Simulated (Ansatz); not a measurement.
C$_{2}$H$_{8}$GeO, SMILES `C[O][GeH2][CH3]`. Charge 0, multiplicity 1. The structure was optimised at the PBE0-D4/def2-TZVP level. It is one conformer, not always the lowest.

```xyz
12

C    -0.002    1.245   -1.765
O    -0.480    0.750   -0.542
Ge    0.446   -0.541    0.268
C    -0.535   -0.915    1.896
H    -0.687    2.023   -2.112
H     0.045    0.467   -2.539
H     0.998    1.692   -1.671
H     0.519   -1.753   -0.688
H     1.876   -0.015    0.529
H    -1.547   -1.239    1.650
H    -0.041   -1.701    2.469
H    -0.591   -0.014    2.507
```

Question: What is the dipole moment at r2SCAN/def2-TZVPP? (Estimate.)

Answer: Computed: 0.82 D, with components (0.49, -0.59, 0.31) D in this frame, pointing from negative to positive charge.

Question: And with PBE, B3LYP, ωB97M-V? (An estimate is asked.)

Answer: Computed: PBE 0.78 D, B3LYP 0.86 D, ωB97M-V 0.90 D.

Question: Give the Mulliken charges with r2SCAN, B3LYP, PBE in def2-TZVPP. (An estimate is asked.)

Answer: Ansatz gave: 
| atom | r2SCAN | B3LYP | PBE |
| --- | --- | --- | --- |
| C1 | 0.01 | -0.13 | -0.14 |
| O2 | -0.44 | -0.43 | -0.36 |
| Ge3 | 0.39 | 0.41 | 0.36 |
| C4 | -0.28 | -0.37 | -0.36 |
| H5 | 0.06 | 0.10 | 0.10 |
| H6 | 0.05 | 0.09 | 0.09 |
| H7 | 0.05 | 0.09 | 0.09 |
| H8 | -0.04 | -0.04 | -0.05 |
| H9 | -0.04 | -0.04 | -0.05 |
| H10 | 0.09 | 0.11 | 0.11 |
| H11 | 0.08 | 0.11 | 0.11 |
| H12 | 0.09 | 0.11 | 0.11 |

B3LYP here is the variant with VWN-RPA as its local correlation; programs differ in this.
